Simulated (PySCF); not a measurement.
**H₂MoS, triplet: molecular constants**

All numbers come from PySCF, UPBE0, basis Mo def2-TZVP with ECP28, S def2-TZVP, H def2-TZVP (scalar-relativistic core potentials, no spin–orbit coupling, density fitting).

The structure is a minimum.

Z-matrix (Å, degrees; charge 0 multiplicity 3):
```
Mo
S  1 2.0762
H  1 1.7224 2 115.62
H  1 1.7224 2 115.62 3 -180.00
```

| Property | Result |
| --- | --- |
| Point group | C2v |
| Bond lengths | Mo–H 1.722 Å (×2), Mo–S 2.076 Å |
| Bond angles | H–Mo–H 128.8°, H–Mo–S 115.6° (×2) |
| Entropy at 298.15 K and 1 bar (electronic part: spin only) | 284.3 J/(mol K) |
| Zero-point energy | 33.8 kJ/mol |
| Highest occupied level (α) | -7.25 eV |
| Principal quadrupole moments (Buckingham, traceless) about the centre of mass | -5.65, 2.02, 3.63 D Å |
| Principal polarisabilities | 50.6, 57.2, 84.7 bohr³ |
| Dipole moment | 1.22 D |
| Rotational symmetry number | 2 |
| Lowest empty level (α) | -3.68 eV |
| Rotational constants | 3.468, 0.1575, 0.1507 cm⁻¹ |
| Enthalpy at 298.15 K above 0 K | 12.97 kJ/mol |
| Heat capacity Cp at 298.15 K | 54.6 J/(mol K) |
| Spin squared ⟨S²⟩ | 2.083 |
| Atomisation energy without zero-point energy | 882 kJ/mol |

Harmonic modes (masses in u: Mo 97.905, S 31.972, H 1.008):
```
symmetry  ω (cm⁻¹)  IR (km/mol)  μ (u)
      b1       170          118   1.05
      b2       412          0.7   1.08
      a1       559         25.1  10.45
      a1       830         40.1   1.10
      b2      1829          237   1.03
      a1      1848          257   1.01
```

In C2v the vibrations span b1 + 2b2 + 3a1. Here b1 is antisymmetric to the molecular plane and b2 lies in it.

Charges (e):
```tsv
atom	Mulliken	Löwdin	polar tensor	spin (Mulliken)	Mayer order to Mo1
Mo1	0.58	-0.02	0.99	2.52	–
S2	-0.37	0.18	-0.45	-0.34	2.26
H3,4	-0.10	-0.08	-0.27	-0.09	0.93
```

Mulliken populations on Mo1 (electrons outside its core potential): s 2.64, p 6.37, d 4.39, f 0.02.

Other isomers or separated fragments may lie lower. Open d and f shells are described by one determinant, and the ground state may have another occupation or spin.

The final relaxation and frequency run took 34 s on 4 threads of a shared Arm Neoverse V2 host, with 89 basis functions and 13 gradients; the process peaked at 1 GiB.
